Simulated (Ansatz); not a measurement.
`FB(F)Cl` + `C[Se][SiH](O)F` → `C[Se]B(F)Cl` + `O[SiH](F)F`  (redistribution)

Calculated with Ansatz (gas phase, PBE0-D4/def2-TZVP geometries, no zero-point term in ΔE). CCSD(T)/CBS adds triple-zeta CCSD(T) − MP2 to the extrapolated MP2 energy (def2 sets, frozen cores). DFT in def2-TZVPP. B3LYP here is the variant with VWN-RPA as its local correlation; programs differ in this. For Se outer-core shells are correlated without core-valence functions, which leaves a few kJ/mol of doubt a bond. Scalar relativity is left out up to krypton. Each species was taken in one conformer, which may not be the lowest.

`FB(F)Cl`:

```xyz
4

F    -0.460   -1.285    0.011
B    -0.096   -0.027   -0.024
F    -0.976    0.880   -0.371
Cl    1.532    0.432    0.384
```

`C[Se][SiH](O)F`:

```xyz
10

C     1.731   -0.253   -0.182
Se    0.650    0.127    1.411
Si   -1.237    0.592    0.267
O    -1.765   -0.667   -0.624
F    -2.304    0.992    1.381
H     1.304   -1.081   -0.743
H     1.807    0.635   -0.807
H     2.719   -0.526    0.182
H    -1.098    1.705   -0.690
H    -1.808   -1.525   -0.195
```

`C[Se]B(F)Cl`:

Cartesian coordinates in Å:
```
C -0.645 -0.723 0.911
Se 1.096 -0.754 0.038
B 0.936 0.784 -1.110
F 1.960 1.090 -1.883
Cl -0.492 1.799 -1.186
H -0.658 -1.571 1.594
H -0.765 0.204 1.465
H -1.432 -0.829 0.170
```

`O[SiH](F)F`:

Cartesian coordinates in Å:
```
O -0.744 -1.021 -0.159
Si 0.025 0.382 0.058
F 0.981 0.706 -1.162
F 0.966 0.328 1.332
H -0.255 -1.836 -0.281
H -0.972 1.441 0.213
```

(1) Is it downhill or uphill in electronic energy at CCSD(T)/CBS, and by how much? (Best estimate.)

(2) What do these levels give: PBE-D4, B3LYP-D4, ωB97M-V, PBE, r2SCAN, HF/def2-TZVPP, SCS-MP2/def2-TZVPP, CCSD/def2-TZVPP, SCS-MP2/def2-QZVPP, HF/CBS(def2), MP2/CBS(def2), CCSD/CBS(def2)? (Estimate.)

Largest T1 diagnostic among the species: 0.012.

Results:

(1) Computed: Downhill: ΔE = -25.9 kJ/mol.

(2) Ansatz gave: PBE-D4 -15.5, B3LYP-D4 -18.7, ωB97M-V -18.1, PBE -16.2, r2SCAN -21.0, HF/def2-TZVPP -16.9, SCS-MP2/def2-TZVPP -27.0, CCSD/def2-TZVPP -23.6, SCS-MP2/def2-QZVPP -28.1, HF/CBS(def2) -18.5, MP2/CBS(def2) -29.5, CCSD/CBS(def2) -24.9 kJ/mol.

In def2-TZVPP, CCSD(T) changes the Hartree–Fock value by −7.7 kJ/mol (the triples alone add −1.0 kJ/mol) and MP2 by −11.3 kJ/mol.
